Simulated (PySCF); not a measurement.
GeH, SMILES [GeH] (connectivity only; charge and spin as stated), charge +1, multiplicity 1. Geometry: PBE-D3(BJ)/def2-TZVPD. The multiplicity is an assumed one; other spin states were not compared.

Method: PBE-D3(BJ)/def2-TZVPD (PySCF).

Harmonic wavenumbers (cm⁻¹): 1935. Rotational constants (GHz): 197.3 (linear); symmetry number 1.

Task: Work out the zero-point energy and the ideal-gas rigid-rotor harmonic-oscillator thermochemistry at 298.15 K and 1 atm.

Result: ZPE = ½ Σ hcν = ½ × 1935 cm⁻¹ = 11.58 kJ/mol. H − E(el) = 20.25 kJ/mol. Entropy in J/(mol K): translation 162.36, rotation 37.00, vibration 0.01, total 199.37. G − E(el) = -39.19 kJ/mol. Cp = 29.16 J/(mol K).
